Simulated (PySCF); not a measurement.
A structure optimised at PBE-D3(BJ)/def2-SVP, used in a PySCF frequency run:

```
Si
O 1 1.6620
H 2 0.9752 1 114.13
O 1 1.6620 2 114.28 3 -73.21
H 4 0.9752 1 114.13 2 -73.21
Br 1 2.2216 2 104.80 3 165.47
Br 1 2.2216 2 110.68 3 44.81
```
Charge 0, spin multiplicity 1.

Task: Write its SMILES, formula and point group.

Result: O[Si](O)(Br)Br, Br₂H₂O₂Si, C2

Task: What are its rotational constants (standard atomic weights)?

Result: 2.3114, 0.82897, 0.72900 GHz
